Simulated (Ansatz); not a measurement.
`[NH2][AlH][SeH]` + H₂ → `[NH2][AlH2]` + H₂Se at 500 K and 1 bar (hydrogenolysis of the Al–Se bond).

Gas-phase electronic energies from Ansatz, PBE0-D4/def2-TZVP geometries. CCSD(T)/CBS is the MP2 limit (def2-TZVPP, def2-QZVPP) plus CCSD(T) − MP2 in def2-TZVPP, frozen cores. This one scheme is used for every species. For Se outer-core shells are correlated without core-valence functions, which leaves a few kJ/mol of doubt a bond. Scalar relativity is left out up to krypton. Each species was taken in one conformer, which may not be the lowest.

```tsv
species	CCSD(T)/CBS energy (Eh)	H − E (kJ/mol)	S (J/(mol·K))
`[NH2][AlH][SeH]`	-2699.90849	145.0	370.9
H₂	-1.17544	41.0	145.5
`[NH2][AlH2]`	-299.14566	129.9	289.4
H₂Se	-2401.89790	53.1	237.8
```

H − E and S are ideal-gas, rigid-rotor, harmonic terms from PBE0-D4/def2-TZVP, for one conformer and one mirror image of each species. The MP2-based limit puts H₂ 0.8 mEh under its directly extrapolated value; such offsets cancel only in part. 1 Eh = 2625.50 kJ/mol, R = 8.31446 J/(mol·K).

Task: By hand: ΔE, ΔH, ΔS and ΔG.

Result: ΔE = (-299.14566) + (-2401.89790) − (-2699.90849) − (-1.17544) = 0.04037 Eh = 106.0 kJ/mol. Δ(H − E) = 129.9 + 53.1 − 145.0 − 41.0 = -3.0, so ΔH = 103.0 kJ/mol. ΔS = 289.4 + 237.8 − 370.9 − 145.5 = 10.8 J/(mol·K). ΔG = 103.0 − 500 × (10.8)/1000 = 97.6 kJ/mol.

Task: By hand: the equilibrium constant, and the temperature at which ΔG would vanish if ΔH and ΔS stayed fixed.

Result: log₁₀ K = −ΔG/(RT ln 10) = -10.2. ΔG = 0 at ΔH/ΔS = 9537 K, far beyond where these terms or the molecules hold.

The number of gas molecules stays the same, so ΔS is small and ΔH decides. A doubt of 5 kJ/mol in ΔE shifts log₁₀ K by 0.5 here. Other conformers and mirror images would add mixing entropy, several J/(mol·K) or more a flexible species. These are equilibria of isolated gas molecules and say nothing of rates. Largest T1 diagnostic: 0.011 (customary marks: 0.02 for closed shells, 0.045 for open ones).
